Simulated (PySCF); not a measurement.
# Computed properties of GaH, SMILES [GaH]

GaH, SMILES [GaH] (connectivity only; charge and spin as stated), neutral, multiplicity 1. Geometry: PBE0-D3(BJ)/def2-TZVPD. One conformer was computed; it need not be the lowest. All values are computed for the isolated molecule unless a solvent is named; none is compared with measurement here.

**Structure.** The optimised structure has C∞v symmetry. All 1 harmonic modes at PBE0-D3(BJ)/def2-TZVPD (PySCF) are real, so it is a minimum.

**Vibrations.** The strongest infrared lines (harmonic, unscaled, degenerate partners summed) lie at 1598 cm⁻¹ (843 km/mol, H 99 %). The softest mode is at 1598 cm⁻¹ and the zero-point energy is 2.3 kcal/mol.

**Electronic structure.** ωB97X/def2-TZVPD (PySCF) places the frontier levels at -8.14 and 0.14 eV, a gap of 8.28 eV, and gives a dipole moment of 0.41 D and a mean polarisability of 41.4 bohr³. PBE/def2-TZVPD (PySCF) at the same geometry gives -4.99 and -2.48 eV, so its gap is 5.77 eV narrower. An orbital gap is neither the optical nor the fundamental gap.

**Excitations.** TDA-PBE0/def2-TZVPD (PySCF) has S1 at 3.04 eV (408 nm, f = 0.078, bright); the most intense of the 10 singlets computed lies at 8.68 eV (f = 0.63). Strengths of degenerate partners are summed. T1 (TDA) is at 1.97 eV, 1.07 eV under S1. TDA-PBE/def2-TZVPD (PySCF) puts S1 at 2.94 eV.

**NMR.** GIAO shifts at KT2/pcSseg-2 (PySCF) (non-relativistic, atoms alike by connectivity averaged): ¹H at 10.1 ppm against TMS.
